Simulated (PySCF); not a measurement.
BClFH₃Si. Atoms are numbered in the order given.

```xyz
7

B      0.4266     0.1553     0.0000
Cl    -0.6600     1.5484     0.0000
F      1.7220     0.4071     0.0000
Si    -0.3390    -1.7279     0.0000
H      0.7297    -2.7682     0.0000
H     -1.1967    -1.9026     1.2096
H     -1.1967    -1.9026    -1.2096
```

Geometry: B3LYP-D3(BJ)/def2-SVP.

All values below come from B3LYP/def2-TZVPD (PySCF).

Symmetry labels are those of the subgroup Cs that the program uses (full group Cs).

**Question.** List the valence orbital energies around the gap with their symmetry. (An estimate is asked for; the answer gives what the named calculation found.)

**Answer.** 
```json
[
 {"orbital": "HOMO−7", "symmetry": "A'", "energy (eV)": "-13.59"},
 {"orbital": "HOMO−6", "symmetry": "A\"", "energy (eV)": "-13.41"},
 {"orbital": "HOMO−5", "symmetry": "A'", "energy (eV)": "-12.38"},
 {"orbital": "HOMO−4", "symmetry": "A\"", "energy (eV)": "-10.05"},
 {"orbital": "HOMO−3", "symmetry": "A'", "energy (eV)": "-9.96"},
 {"orbital": "HOMO−2", "symmetry": "A\"", "energy (eV)": "-9.62"},
 {"orbital": "HOMO−1", "symmetry": "A'", "energy (eV)": "-9.55"},
 {"orbital": "HOMO", "symmetry": "A'", "energy (eV)": "-8.51"},
 {"orbital": "LUMO", "symmetry": "A\"", "energy (eV)": "-1.98"},
 {"orbital": "LUMO+1", "symmetry": "A'", "energy (eV)": "-0.31"},
 {"orbital": "LUMO+2", "symmetry": "A'", "energy (eV)": "0.19"},
 {"orbital": "LUMO+3", "symmetry": "A'", "energy (eV)": "0.40"}
]
```
